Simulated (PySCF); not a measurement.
**Working out the excitation energy of Ba**

Ba [Xe] 6s2 (1S) → Ba [Xe] 5d2 (3F). Calculation: PySCF 2.14, in def2-TZVPPD with the def2 core potential (46 electrons) (6s4p3d1f, 40 functions); a scalar-relativistic core potential. Frozen: nothing. Energies in hartree (1 hartree = 27.21139 eV):

| part | Ba (lower) | Ba (upper) |
| --- | --- | --- |
| UHF | -25.094895 | -25.005444 |
| MP2 opposite-spin | -0.116803 | -0.097423 |
| MP2 same-spin | -0.040530 | -0.036847 |

**Question.** What does Hartree-Fock give?

**Answer.** (-25.005444) − (-25.094895) = 0.089451 hartree = 2.434 eV.

**Question.** What do MP2 and SCS-MP2 (6/5 opposite-spin, 1/3 same-spin) give?

**Answer.** The opposite-spin parts differ by 0.527 eV and the same-spin parts by 0.100 eV. MP2: 2.434 + (0.527) + (0.100) = 3.061 eV. SCS-MP2: 2.434 + 1.2 × (0.527) + (0.100)/3 = 3.100 eV.
